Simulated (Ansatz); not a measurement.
`F[CH](Cl)[GaH][Cl]` → `[CH]F` + `[Cl][GaH][Cl]` at 298.15 K and 1 bar (formal loss of a carbene).

Gas-phase electronic energies from Ansatz, PBE0-D4/def2-TZVP geometries. CCSD(T)/CBS adds triple-zeta CCSD(T) − MP2 to the extrapolated MP2 energy (def2 sets, frozen cores). This one scheme is used for every species. For Ga outer-core shells are correlated without core-valence functions, which leaves a few kJ/mol of doubt a bond. Scalar relativity is left out up to krypton. Each species was taken in one conformer, which may not be the lowest.

```json
{"species": "`F[CH](Cl)[GaH][Cl]`", "CCSD(T)/CBS energy (Eh)": "-2982.57501", "H − E (kJ/mol)": "95.0", "S (J/(mol·K))": "369.0"}
{"species": "`[CH]F`", "CCSD(T)/CBS energy (Eh)": "-138.29972", "H − E (kJ/mol)": "42.7", "S (J/(mol·K))": "223.2"}
{"species": "`[Cl][GaH][Cl]`", "CCSD(T)/CBS energy (Eh)": "-2844.19972", "H − E (kJ/mol)": "38.8", "S (J/(mol·K))": "300.2"}
```

H − E and S are ideal-gas, rigid-rotor, harmonic terms from PBE0-D4/def2-TZVP, for one conformer and one mirror image of each species. 1 Eh = 2625.50 kJ/mol, R = 8.31446 J/(mol·K).

Problem. By hand: ΔE, ΔH, ΔS and ΔG.

Solution. ΔE = (-138.29972) + (-2844.19972) − (-2982.57501) = 0.07557 Eh = 198.4 kJ/mol. Δ(H − E) = 42.7 + 38.8 − 95.0 = -13.5, so ΔH = 184.9 kJ/mol. ΔS = 223.2 + 300.2 − 369.0 = 154.4 J/(mol·K). ΔG = 184.9 − 298.15 × (154.4)/1000 = 138.9 kJ/mol.

Problem. By hand: the equilibrium constant, and the temperature at which ΔG would vanish if ΔH and ΔS stayed fixed.

Solution. log₁₀ K = −ΔG/(RT ln 10) = -24.3. ΔG = 0 at ΔH/ΔS = 1198 K.

The number of gas molecules changes by +1, which sets the sign of ΔS. A doubt of 5 kJ/mol in ΔE shifts log₁₀ K by 0.9 here. Other conformers and mirror images would add mixing entropy, several J/(mol·K) or more a flexible species. Modes under 60 cm⁻¹, often nearly free rotors, make the harmonic entropy too high. These are equilibria of isolated gas molecules and say nothing of rates. Largest T1 diagnostic: 0.018 (customary marks: 0.02 for closed shells, 0.045 for open ones).
